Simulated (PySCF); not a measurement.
## Tc³⁺: ionisation energy

Tc³⁺ [Kr] 4d4 [4d3/2^4, M_J = 0] → Tc⁴⁺ [Kr] 4d3 [4d3/2^3, M_J = 3/2], as a difference of total energies. Computed with PySCF 2.14 in x2c-TZVPPall-2c (8s9p7d2f1g, 93 functions), with the two-component X2C-1e Hamiltonian. Correlated levels: [Ar] 3d10 frozen; the 6 highest virtual spinors dropped. "Screened" scales the spin-orbit matrix elements by Boettger's factors to mimic the two-electron term; Breit and QED terms are absent.

```
                    method  ionisation energy (eV)
           GHF (spin-free)                  41.702
          GMP2 (spin-free)                  42.563
 GHF (screened spin-orbit)                  41.607
GMP2 (screened spin-orbit)                  42.468
```

Question: How much does correlation contribute at GMP2 (screened spin-orbit)?

Answer: 42.468 − (41.607) = 0.861 eV, measured against GHF (screened spin-orbit).

The spin-free rows relax to the high-spin LS determinant and lack the spin-orbit shift.

Errors of the correlated levels include the incompleteness of this basis and the frozen core.

The labels give the starting determinants; with spin-orbit coupling the two ends relaxed to ⟨J²⟩ = 3.70, ⟨L²⟩ = 5.97, ⟨S²⟩ = 5.97 and ⟨J²⟩ = 6.32, ⟨L²⟩ = 11.96, ⟨S²⟩ = 3.73.

The determinant of Tc³⁺ and of Tc⁴⁺ mixes levels of different J (the jj label is only the starting occupation), so the difference between spin-free and spin-orbit rows is not the physical spin-orbit shift.

For comparison: 41 ± 1.7 eV (theoretical estimate listed by NIST; NIST Atomic Spectra Database, ionization energies).
